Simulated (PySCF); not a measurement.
**Input and output**

GdSF (singlet in the valence; each metal's 4f electrons, 7 of them, lie in its core potential, out of spins and levels). PySCF 2.14.0, RKS PBE0, Gd lcecp-1-SVP with ECP53, S def2-SVP, F def2-SVP; non-relativistic Hamiltonian with scalar-relativistic core potentials where named; density fitting; no spin-orbit coupling. Purpose: finer grid at the relaxed geometry.

```python
mol = gto.M(atom='''
Gd    -0.18233     0.00000    -0.42392
S      1.79497     0.00000     0.83680
F     -1.83559     0.00000     0.74036''',
    basis={'Gd': 'lcecp-1-SVP', 'S': 'def2-SVP', 'F': 'def2-SVP'},
    ecp={'Gd': 'lcecp-1-SVP'},
    charge=0, spin=0)
mf = dft.RKS(mol, xc='PBE0')
mf.grids.atom_grid = (75, 302)  # f atoms: unpruned, at least (60, 302)
mf = mf.density_fit()  # fitting sets: Gd AutoAux, S def2-universal-JKFIT, F def2-universal-JKFIT
mf.conv_tol = 1e-09; mf.max_cycle = 55
mf.kernel(dm0)  # dm0: converged density of the relaxed state
mf.nuc_grad_method().kernel()
```

Run from Python with OMP_NUM_THREADS=2; the lines above give its settings. Where DIIS fails, smearing, a level shift and second-order steps follow.
It took 4 s on 2 threads of Arm Neoverse V2, on a shared host, with gradient, populations and further properties, from an already converged density.

Problem. Where do the frontier levels lie, over both spins?

Solution. HOMO -5.90 eV, LUMO -2.66 eV. The 4f levels lie in the core potential and are missing.

Problem. What are the Mulliken charges and spins?

Solution. 
```csv
atom,charge (e),spin (e)
Gd1,0.813,0.000
S2,-0.391,0.000
F3,-0.422,0.000
```
The spin of the 4f electrons in the core isn't counted.

Problem. What forces act on the atoms (eV/Å)?

Solution. 
```
Gd  0.00 0.00 0.00
S   0.00 0.00 0.00
F   0.00 0.00 0.00
```
Forces carry noise of the integration grid, about 0.01 to 0.03 eV/Å.

An lcecp potential fixes the number of 4f electrons, so in runs with it no electron can move into or out of that shell.
